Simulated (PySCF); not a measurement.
# How methods differ on the excitation energy of Mg⁺

Mg⁺ [Ne] 3s1 (2S) → Mg⁺ [Ne] 3p1 (2P), as a difference of total energies. All numbers are calculated (PySCF 2.14, the spin-free X2C one-electron Hamiltonian (Gaussian nucleus), in x2c-QZVPPall with one added diffuse shell each of s, p, d, f type (10s7p6d3f, 82 functions)). Correlated levels: valence and next inner shell: 1s2 frozen. The calculations carry no spin-orbit coupling.

Q: Order these methods by the excitation energy they give, lowest first.
A. wB97X
B. SCS-MP2 (valence and next inner shell)
C. r2SCAN0
D. CAM-B3LYP

A: A (4.060 eV), C (4.150 eV), D (4.366 eV), B (4.388 eV).

Errors of the correlated levels include the incompleteness of this basis and the frozen core.

For comparison: 4.43 eV (measured; NIST levels, between the centres of gravity of the two terms).
